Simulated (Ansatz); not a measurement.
Steps of a relaxation of C₂H₇GeNSi, SMILES `[SiH3]/N=[C]1/[CH2][GeH2]1` with RKS PBE0-D4/def2-TZVP.

```sh
$ ansatz run in.yaml --threads 4 --pin off --events-out ev --progress --plain --max-ram 10444MiB
```

```yaml
crystal:
  periodic: [false, false, false]
  atoms:
    - {symbol: Si, position_ang: [-2.105756, 1.045273, -0.040661]}
    - {symbol: N, position_ang: [-0.363965, 1.237907, 0.175152]}
    - {symbol: C, position_ang: [0.477597, 0.313080, 0.308166]}
    - {symbol: C, position_ang: [1.913863, 0.084522, 0.235009]}
    - {symbol: Ge, position_ang: [0.832773, -1.622764, -0.179667]}
    - {symbol: H, position_ang: [-2.800558, 1.848945, 1.020401]}
    - {symbol: H, position_ang: [-2.469907, 1.603076, -1.387517]}
    - {symbol: H, position_ang: [-2.507735, -0.409349, 0.038834]}
    - {symbol: H, position_ang: [2.537687, 0.743296, -0.398848]}
    - {symbol: H, position_ang: [2.379026, -0.155911, 1.210343]}
    - {symbol: H, position_ang: [0.812456, -1.992574, -1.684163]}
    - {symbol: H, position_ang: [1.371421, -2.750701, 0.736849]}
basis:
  gaussian: {orbitals: def2-TZVP}
hamiltonian: {xc: pbe0, dispersion: d4}
relax: {f_tol: 0.005, max_steps: 150}
```

Positions (Å) and forces (eV/Å) along the path, 11 of 14 steps:

```xyz
12
step=1 energy=-68058.8096 eV
Si   -2.106    1.045   -0.041    0.313   -0.005    0.023
N    -0.364    1.238    0.175    0.354   -0.954    0.105
C     0.478    0.313    0.308   -0.628    0.503   -0.291
C     1.914    0.085    0.235    0.121    0.079    0.130
Ge    0.833   -1.623   -0.180    0.332    0.337   -0.003
H    -2.801    1.849    1.020    0.171   -0.188   -0.214
H    -2.470    1.603   -1.388    0.101   -0.133    0.293
H    -2.508   -0.409    0.039    0.105    0.326   -0.015
H     2.538    0.743   -0.399   -0.375   -0.358    0.322
H     2.379   -0.156    1.210   -0.269    0.143   -0.470
H     0.812   -1.993   -1.684   -0.054    0.047    0.262
H     1.371   -2.751    0.737   -0.171    0.204   -0.141
12
step=2 energy=-68058.8711 eV
Si   -2.082    1.027   -0.041    0.280    0.046    0.049
N    -0.355    1.229    0.177   -0.175   -0.083    0.010
C     0.475    0.313    0.300   -0.188   -0.149   -0.129
C     1.906    0.091    0.234    0.096   -0.045    0.044
Ge    0.838   -1.601   -0.189    0.188    0.269    0.050
H    -2.767    1.816    1.017    0.018   -0.048   -0.057
H    -2.436    1.579   -1.377    0.007   -0.033    0.070
H    -2.471   -0.414    0.037    0.028    0.067   -0.008
H     2.518    0.746   -0.392   -0.102   -0.113    0.075
H     2.358   -0.135    1.205   -0.063    0.038   -0.138
H     0.777   -1.979   -1.677   -0.018    0.006    0.065
H     1.317   -2.727    0.738   -0.072    0.045   -0.032
12
step=4 energy=-68058.8886 eV
Si   -2.055    1.013   -0.031   -0.158   -0.036    0.005
N    -0.348    1.204    0.193    0.187    0.080    0.067
C     0.467    0.264    0.274   -0.157    0.143   -0.175
C     1.924    0.097    0.230    0.050   -0.034    0.114
Ge    0.923   -1.578   -0.214   -0.030   -0.155    0.073
H    -2.756    1.768    1.035   -0.008    0.007    0.020
H    -2.417    1.590   -1.349    0.005    0.014   -0.017
H    -2.455   -0.423    0.008   -0.012   -0.028   -0.004
H     2.517    0.735   -0.418   -0.010    0.054   -0.081
H     2.365   -0.018    1.220    0.045   -0.103    0.010
H     0.758   -1.978   -1.683    0.068    0.009    0.036
H     1.155   -2.729    0.769    0.020    0.050   -0.047
12
step=5 energy=-68058.8957 eV
Si   -2.067    1.023   -0.029   -0.069   -0.026   -0.021
N    -0.355    1.217    0.186    0.097    0.012    0.043
C     0.460    0.278    0.266   -0.011    0.054   -0.035
C     1.914    0.092    0.227    0.038   -0.023    0.114
Ge    0.901   -1.582   -0.209    0.024   -0.109   -0.034
H    -2.763    1.782    1.040    0.003    0.001    0.009
H    -2.429    1.598   -1.349   -0.008    0.009    0.000
H    -2.465   -0.415    0.016    0.001   -0.003   -0.001
H     2.513    0.734   -0.416   -0.013    0.002   -0.023
H     2.362   -0.068    1.210   -0.041    0.029   -0.054
H     0.812   -1.992   -1.682   -0.004   -0.002    0.034
H     1.195   -2.722    0.773   -0.018    0.055   -0.030
12
step=6 energy=-68058.8963 eV
Si   -2.070    1.023   -0.027   -0.045   -0.013   -0.009
N    -0.355    1.221    0.186   -0.019    0.065    0.020
C     0.459    0.283    0.254    0.039   -0.187   -0.033
C     1.912    0.090    0.227    0.125    0.051   -0.014
Ge    0.921   -1.586   -0.210   -0.122   -0.003   -0.039
H    -2.759    1.767    1.055   -0.004    0.006    0.014
H    -2.437    1.617   -1.336   -0.004    0.015   -0.010
H    -2.476   -0.413   -0.002    0.032    0.007    0.002
H     2.513    0.717   -0.429   -0.012    0.003    0.009
H     2.359   -0.052    1.211   -0.015    0.037    0.029
H     0.835   -2.004   -1.680    0.016    0.000    0.030
H     1.174   -2.719    0.785    0.008    0.017   -0.001
12
step=7 energy=-68058.8986 eV
Si   -2.070    1.025   -0.027   -0.008   -0.007   -0.002
N    -0.353    1.219    0.185   -0.022    0.026    0.015
C     0.457    0.277    0.245    0.030   -0.054   -0.028
C     1.914    0.088    0.226    0.044    0.019   -0.010
Ge    0.916   -1.589   -0.214   -0.040    0.012   -0.006
H    -2.756    1.758    1.065   -0.003   -0.003    0.006
H    -2.441    1.632   -1.329   -0.004    0.004    0.000
H    -2.468   -0.414   -0.011    0.010    0.008   -0.004
H     2.513    0.715   -0.432   -0.014   -0.005    0.002
H     2.353   -0.036    1.215    0.000    0.008    0.018
H     0.847   -2.017   -1.680    0.009   -0.004    0.000
H     1.164   -2.713    0.791   -0.002   -0.003    0.011
12
step=8 energy=-68058.9001 eV
Si   -2.070    1.026   -0.024    0.007   -0.002    0.001
N    -0.351    1.220    0.186   -0.021   -0.027    0.003
C     0.456    0.273    0.226    0.027    0.054   -0.030
C     1.917    0.085    0.220   -0.018   -0.008    0.031
Ge    0.919   -1.592   -0.215    0.003    0.004    0.005
H    -2.753    1.728    1.092    0.005   -0.011   -0.010
H    -2.451    1.666   -1.309    0.004   -0.002    0.017
H    -2.460   -0.415   -0.044    0.001    0.012   -0.003
H     2.512    0.703   -0.450   -0.009   -0.016    0.001
H     2.350   -0.007    1.216    0.004    0.002   -0.010
H     0.884   -2.040   -1.676   -0.004   -0.006   -0.005
H     1.124   -2.704    0.814    0.001    0.001    0.000
12
step=9 energy=-68058.9008 eV
Si   -2.071    1.027   -0.024    0.013    0.016    0.002
N    -0.350    1.223    0.181   -0.029   -0.047   -0.009
C     0.456    0.275    0.205    0.010    0.063    0.011
C     1.917    0.083    0.217   -0.017   -0.003    0.000
Ge    0.921   -1.595   -0.214    0.016   -0.007    0.016
H    -2.749    1.693    1.117    0.013   -0.020   -0.024
H    -2.463    1.706   -1.287    0.007   -0.018    0.030
H    -2.452   -0.415   -0.082    0.000    0.023   -0.006
H     2.516    0.684   -0.465   -0.005   -0.013    0.013
H     2.344    0.019    1.219    0.000   -0.004   -0.031
H     0.907   -2.065   -1.669    0.006    0.005    0.005
H     1.102   -2.691    0.835   -0.013    0.003   -0.007
12
step=10 energy=-68058.9012 eV
Si   -2.070    1.027   -0.024   -0.004    0.017    0.003
N    -0.350    1.226    0.181   -0.023   -0.033   -0.007
C     0.457    0.278    0.197   -0.002    0.041   -0.015
C     1.918    0.083    0.213    0.001   -0.009    0.033
Ge    0.922   -1.595   -0.210    0.006   -0.010    0.010
H    -2.748    1.665    1.135    0.015   -0.020   -0.031
H    -2.469    1.731   -1.271    0.010   -0.019    0.036
H    -2.447   -0.416   -0.112    0.003    0.026   -0.002
H     2.516    0.673   -0.480   -0.005   -0.013    0.013
H     2.346    0.037    1.215    0.000    0.003   -0.036
H     0.928   -2.077   -1.661   -0.003    0.006    0.009
H     1.073   -2.685    0.851    0.001    0.011   -0.013
12
step=12 energy=-68058.9017 eV
Si   -2.071    1.026   -0.026   -0.018    0.010    0.005
N    -0.351    1.227    0.173    0.008   -0.002   -0.001
C     0.458    0.281    0.186   -0.002   -0.009   -0.002
C     1.919    0.082    0.210    0.010    0.004    0.005
Ge    0.921   -1.596   -0.201   -0.004   -0.003    0.000
H    -2.743    1.626    1.154    0.005   -0.006   -0.007
H    -2.479    1.767   -1.247    0.002   -0.011    0.007
H    -2.443   -0.413   -0.154    0.002    0.011   -0.004
H     2.519    0.655   -0.495   -0.003    0.000    0.001
H     2.349    0.057    1.211   -0.003    0.001   -0.003
H     0.939   -2.089   -1.648    0.001    0.000    0.000
H     1.058   -2.678    0.870    0.001    0.004   -0.001
12
step=14 energy=-68058.9017 eV
Si   -2.071    1.028   -0.026   -0.004   -0.001    0.000
N    -0.351    1.226    0.171    0.003    0.000    0.000
C     0.458    0.280    0.182   -0.002   -0.003    0.000
C     1.919    0.081    0.209    0.001    0.003    0.000
Ge    0.922   -1.598   -0.199    0.001    0.002   -0.001
H    -2.740    1.616    1.160    0.000    0.001    0.001
H    -2.483    1.777   -1.240    0.001    0.001    0.000
H    -2.444   -0.410   -0.168    0.000   -0.001    0.000
H     2.518    0.652   -0.498    0.000   -0.001   -0.001
H     2.348    0.063    1.211    0.000   -0.001    0.000
H     0.946   -2.096   -1.644    0.001    0.000    0.001
H     1.055   -2.675    0.877    0.000   -0.001    0.000
```

It took 46 s on 4 threads of an Intel Xeon 6975P-C on a shared host, with 0.72 GiB of host memory at the peak.
